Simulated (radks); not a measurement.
Values are calculated unless marked as measured or tabulated.
Fractional charge and spin in the 1s shell of beryllium: the spin-up occupation runs from 0 to 1 and the spin-down occupation from 0 to 1; the fullest corner is Be2+, 1s(up 1, down 1). Level of theory: scalar-relativistic Kohn-Sham, PBEsol, spin-polarised, spherical densities, point nucleus (a radial shooting solver on a logarithmic mesh with Libxc functionals). Energy (eV) minus the two flat planes that join the four corners (they meet along the diagonal where the two added fractions sum to one electron); zero is where a piecewise linear energy would lie.

\begin{tabular}{lrrr}
down \ up & 0 & 0.5 & 1 \\ \hline
0 & 0.000 & -5.662 & 0.000 \\
0.5 & -5.662 & 5.239 & -4.912 \\
1 & 0.000 & -4.912 & 0.000 \\
\end{tabular}

Corners above the fullest one (they belong to Be3+ and the next ion): (up 1, down 0) 152.50 eV, (up 0, down 1) 152.50 eV, (up 0, down 0) 368.34 eV. With half an added electron in each spin the energy lies 5.239 eV from the planes (fractional-spin error, the static-correlation error of a stretched bond), and with half an added electron in spin up alone -5.662 eV (fractional-charge error). For a frontier s shell over closed shells the exact functional lies on the planes.
